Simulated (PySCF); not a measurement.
**Kr⁺: ionisation energy**

Kr⁺ [Ar] 3d10 4s2 4p5 (2P) → Kr²⁺ [Ar] 3d10 4s2 4p4 (3P), as a difference of total energies. All numbers are calculated (PySCF 2.14, the non-relativistic Hamiltonian (point nucleus), in def2-TZVPPD). Correlated levels: valence: [Ar] 3d10 frozen; valence and next inner shell: [Ne] frozen. The calculations carry no spin-orbit coupling.

Problem. Order these methods by the ionisation energy they give, lowest first.
A. B3LYP
B. MP2 (valence)
C. PBEsol
D. UHF

Solution. D (23.234 eV), B (24.051 eV), C (24.320 eV), A (24.454 eV).

A first-order spin-orbit estimate (lowest level to lowest level, LS coupling) adds -0.022 eV.

These non-relativistic numbers lack the scalar-relativistic shift.

Errors of the correlated levels include the incompleteness of this basis and the frozen core.

For comparison: 24.360 eV (measured; NIST Atomic Spectra Database, ionization energies).
